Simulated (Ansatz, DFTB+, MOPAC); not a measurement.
Species: C3H7S, net charge 1, singlet state. SMILES: C1C[SH+]C1

Atoms: C1, C2, S3, C4, H5, H6, H7, H8, H9, H10, H11. Bonds: C1-C2, C1-C4, C1-H5, C1-H6, C2-S3, C2-H7, C2-H8, S3-C4, S3-H11, C4-H9, C4-H10.

Bond lengths (Å) and angles (degrees) optimised at PM3 with MOPAC; PM7 with MOPAC; SCC-DFTB with DFTB+; HF/STO-3G with Ansatz (a quantum-chemistry and plane-wave program); B3LYP/LANL2DZ with Ansatz; B3LYP/6-31G* with Ansatz, each started from the B3LYP-D3(BJ)/def2-TZVP structure (Ansatz) of the last column. A row stands for all coordinates that are equal there; 9 of 17 kinds are shown. 6-31G* holds six Cartesian d functions. No wavenumbers were computed at SCC-DFTB, HF/STO-3G, B3LYP/LANL2DZ, so these may be saddle points.

```json
[
 {"coordinate": "C1-C2", "PM3": "1.535", "PM7": "1.537", "SCC-DFTB": "1.526", "HF/STO-3G": "1.559", "B3LYP/LANL2DZ": "1.551", "B3LYP/6-31G*": "1.542", "B3LYP-D3(BJ)/def2-TZVP": "1.538"},
 {"coordinate": "C1-H5", "PM3": "1.106", "PM7": "1.109", "SCC-DFTB": "1.101 to 1.103", "HF/STO-3G": "1.089", "B3LYP/LANL2DZ": "1.091", "B3LYP/6-31G*": "1.092", "B3LYP-D3(BJ)/def2-TZVP": "1.088"},
 {"coordinate": "C1-H6", "PM3": "1.107", "PM7": "1.108", "SCC-DFTB": "1.101", "HF/STO-3G": "1.088", "B3LYP/LANL2DZ": "1.094", "B3LYP/6-31G*": "1.093", "B3LYP-D3(BJ)/def2-TZVP": "1.089"},
 {"coordinate": "C2-S3", "PM3": "1.844", "PM7": "1.831", "SCC-DFTB": "1.863", "HF/STO-3G": "1.855", "B3LYP/LANL2DZ": "1.981", "B3LYP/6-31G*": "1.892", "B3LYP-D3(BJ)/def2-TZVP": "1.872"},
 {"coordinate": "C2-H7", "PM3": "1.102", "PM7": "1.104", "SCC-DFTB": "1.103", "HF/STO-3G": "1.090", "B3LYP/LANL2DZ": "1.090", "B3LYP/6-31G*": "1.090", "B3LYP-D3(BJ)/def2-TZVP": "1.085"},
 {"coordinate": "S3-H11", "PM3": "1.295", "PM7": "1.334", "SCC-DFTB": "1.363", "HF/STO-3G": "1.346", "B3LYP/LANL2DZ": "1.381", "B3LYP/6-31G*": "1.356", "B3LYP-D3(BJ)/def2-TZVP": "1.352"},
 {"coordinate": "C2-C1-C4", "PM3": "98.5", "PM7": "98.6", "SCC-DFTB": "98.3", "HF/STO-3G": "96.6", "B3LYP/LANL2DZ": "98.8", "B3LYP/6-31G*": "96.5", "B3LYP-D3(BJ)/def2-TZVP": "96.3"},
 {"coordinate": "C1-C2-S3", "PM3": "91.6", "PM7": "91.1", "SCC-DFTB": "92.4", "HF/STO-3G": "92.6", "B3LYP/LANL2DZ": "92.6", "B3LYP/6-31G*": "91.7", "B3LYP-D3(BJ)/def2-TZVP": "91.5"},
 {"coordinate": "C2-S3-C4", "PM3": "78.2", "PM7": "79.1", "SCC-DFTB": "76.5", "HF/STO-3G": "77.7", "B3LYP/LANL2DZ": "73.0", "B3LYP/6-31G*": "75.0", "B3LYP-D3(BJ)/def2-TZVP": "75.5"}
]
```

A range marks coordinates that this level makes unequal.

Mean signed difference of all 11 bond lengths from B3LYP-D3(BJ)/def2-TZVP: PM3 -0.001 Å, PM7 0.001 Å, SCC-DFTB 0.005 Å, HF/STO-3G 0.001 Å, B3LYP/LANL2DZ 0.027 Å, B3LYP/6-31G* 0.007 Å.
